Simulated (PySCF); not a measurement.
## RbCa at HSE06

Computed with HSE06; Rb def2-SVP with ECP28, Ca def2-SVP; scalar-relativistic core potentials (PySCF 2.14).

```json
{
  "state": "²Σ⁺ (doublet), unpaired electrons σ ↑",
  "bond length": "4.444 Å",
  "harmonic wavenumber": "59.8 cm⁻¹",
  "force constant": "0.0573 mdyn/Å",
  "rotational constant Be": "0.03142 cm⁻¹",
  "anharmonicity ωexe": "0.435 cm⁻¹",
  "vibration–rotation constant αe": "0.000257 cm⁻¹",
  "well depth De to Rb + Ca": "4.9 kcal/mol",
  "dissociation energy D0": "4.8 kcal/mol",
  "bond order (Mayer)": "0.43",
  "dipole moment (positive dipole means Rb(−)Ca(+))": "-2.37 D"
}
```

The bond is weak. Basis-set superposition, not corrected here, can be much of De in a small basis, most of all at correlated wavefunction levels. Functionals without a dispersion term scatter widely for such bonds, and LDA overbinds them. Spin–orbit coupling is left out. The state is the lowest determinant that a PBE0 search found; another state may lie lower at other levels.
